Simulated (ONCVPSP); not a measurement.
**chromium ONCV: all-electron and pseudo phase curves**

Cr (Z = 24), optimised norm-conserving Vanderbilt (ONCV), made with ONCVPSP 4.0.1 (PBE, fully relativistic). Core [Ne], reference 3s2 3p6 3d5 4s1. Waves: 3s+4s: rc 1.65 bohr, ncon 4, nbas 8, qcut 8.8 1/bohr, 2 projectors; 3p: rc 1.55 bohr, ncon 3, nbas 7, qcut 9.8 1/bohr, local; 3d: rc 1.80 bohr, ncon 4, nbas 8, qcut 9 1/bohr, 3 projectors, debl 0.9 Ha. Local part: the p channel. Core correction: none.

Open shells are filled in proportion to 2j + 1.

The phase is arctan(r·R′/R) of the radial function R(r), unwrapped; energies in Ha, scanned from -4 to 5 Ha. A pole is an energy at which the radial function vanishes at the test radius. The pseudo phase is shifted by a multiple of π to meet the all-electron one at the reference energy, and phase errors are pseudo minus all-electron; the curves can meet again beyond the range given. Levels narrower than the energy grid can be missing from the lists of poles.

Question: For each channel, where are the poles, and over which energies does the pseudopotential scatter like the atom?

Answer:

| channel | radius (bohr) | reference energy (Ha) | poles, all-electron | poles, pseudo | unbroken range about the reference energy with phases within 0.05 rad | phase error 1 Ha above the reference energy (rad) |
| --- | --- | --- | --- | --- | --- | --- |
| s | 1.67 | -0.15 | -2.47 | -2.47 | the whole range | -0.000 |
| p3/2 | 1.58 | -1.66 | -1.16 | -1.18 | below 1.0 | -0.007 |
| p1/2 | 1.58 | -1.69 | -1.21 | -1.18 | -2.0 to 1.4 | +0.007 |
| d5/2 | 1.83 | -0.11 | 0.33 | 0.33 | the whole range | +0.000 |
| d3/2 | 1.83 | -0.11 | 0.32 | 0.32 | the whole range | +0.000 |

The potential misses its own reference levels by up to 0.7 eV.

Phases in the p1/2 channel:

```tsv
E (Ha)	all-electron	pseudo
-3.98	1.194	1.194
-3.74	1.163	1.163
-3.50	1.122	1.123
-3.26	1.067	1.068
-3.02	0.986	0.988
-2.78	0.854	0.860
-2.54	0.612	0.628
-2.30	0.114	0.156
-2.06	-0.631	-0.574
-1.82	-1.133	-1.097
-1.58	-1.380	-1.358
-1.34	-1.519	-1.504
-1.10	-1.610	-1.599
-0.86	-1.678	-1.669
-0.62	-1.735	-1.728
-0.38	-1.787	-1.782
-0.14	-1.839	-1.835
0.10	-1.893	-1.891
0.34	-1.955	-1.955
0.58	-2.028	-2.032
0.82	-2.119	-2.129
1.06	-2.239	-2.259
1.30	-2.401	-2.440
1.54	-2.627	-2.694
1.78	-2.928	-3.029
2.02	-3.278	-3.398
2.26	-3.606	-3.719
2.50	-3.863	-3.956
2.74	-4.049	-4.123
2.98	-4.181	-4.241
3.22	-4.278	-4.328
3.46	-4.351	-4.394
3.70	-4.409	-4.446
3.94	-4.454	-4.488
4.18	-4.492	-4.522
4.42	-4.523	-4.552
4.66	-4.550	-4.577
4.90	-4.574	-4.599
```
